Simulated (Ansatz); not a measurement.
Relaxation of Cl2H2Sn (5 atoms, charge 0, multiplicity 1), to a largest force component of 0.02 eV/Å in at most 40 steps.

The calculation used RKS PBE-D4/def2-SVP in Ansatz 0.2.0.

```xyz
5
Properties=species:S:1:pos:R:3:forces:R:3
Sn 0.000 0.000 0.000 0.04 0.04 -0.02
H 0.000 0.000 1.740 0.11 0.20 -0.19
Cl 2.273 0.000 -0.802 -0.61 0.05 0.19
Cl -1.135 1.967 -0.802 0.34 -0.49 0.18
H -0.820 -1.420 -0.579 0.12 0.20 -0.16
```

**Question.** Where does it end, and by what steps?

**Answer.** The forces met the threshold. After 3 steps the energy has fallen by 0.067 eV; H5 moved furthest, 0.09 Å.

| step | energy less start (eV) | largest force component (eV/Å) | accepted |
| --- | --- | --- | --- |
| 0 | 0.0000 | 0.613 | yes |
| 1 | -0.0221 | 0.399 | yes |
| 2 | -0.0671 | 0.035 | yes |
| 3 | -0.0672 | 0.008 | yes |

```xyz
5
Properties=species:S:1:pos:R:3
Sn -0.022 -0.040 0.033
H 0.047 0.081 1.747
Cl 2.199 0.001 -0.777
Cl -1.098 1.904 -0.777
H -0.807 -1.399 -0.670
```

Whether the end is a true minimum wasn't checked by a vibrational analysis.

Time of the run: 9.1 s on 1 thread of Arm Neoverse V1 (shared host), peak memory 0.12 GiB.
